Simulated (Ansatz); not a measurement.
`[OH][Ge]([OH])([OH])[SiH3]` and `[OH][Ge]([OH])([SiH3])[Cl]` differ in one atom or group.

Ansatz, PBE0-D4/def2-TZVP geometries, multiplicity 1. Each molecule was computed in one conformer, which needn't be the lowest.

Scalar relativity is left out up to krypton.

```csv
property,`[OH][Ge]([OH])([OH])[SiH3]`
LUMO energy (PBE0/def2-TZVPP) / eV,0.06
LUMO energy (ωB97M-V/def2-TZVPP) / eV,1.70
size of the dipole moment (PBE/def2-TZVPP) / D,0.56
HOMO energy (PBE0/def2-TZVPP) / eV,-8.12
HOMO–LUMO gap (ωB97M-V/def2-TZVPP) / eV,11.99
HOMO energy (ωB97M-V/def2-TZVPP) / eV,-10.29
```

**Question.** What does the change do to each property? (An estimate is asked.)

**Answer.** The calculation gave: 
```json
{"property": "LUMO energy (PBE0/def2-TZVPP) / eV", "`[OH][Ge]([OH])([SiH3])[Cl]`": "-0.42", "shift": "-0.48"}
{"property": "LUMO energy (ωB97M-V/def2-TZVPP) / eV", "`[OH][Ge]([OH])([SiH3])[Cl]`": "1.40", "shift": "-0.30"}
{"property": "size of the dipole moment (PBE/def2-TZVPP) / D", "`[OH][Ge]([OH])([SiH3])[Cl]`": "1.07", "shift": "0.51"}
{"property": "HOMO energy (PBE0/def2-TZVPP) / eV", "`[OH][Ge]([OH])([SiH3])[Cl]`": "-8.47", "shift": "-0.35"}
{"property": "HOMO–LUMO gap (ωB97M-V/def2-TZVPP) / eV", "`[OH][Ge]([OH])([SiH3])[Cl]`": "11.97", "shift": "-0.02"}
{"property": "HOMO energy (ωB97M-V/def2-TZVPP) / eV", "`[OH][Ge]([OH])([SiH3])[Cl]`": "-10.57", "shift": "-0.28"}
```

With PBE0 the HOMO falls by 0.35 eV and the LUMO falls by 0.48 eV, so the gap narrows by about 0.13 eV. PBE moves the HOMO by -0.39 eV and ωB97M-V by -0.28 eV. Dipoles are sizes alone; their direction can turn.
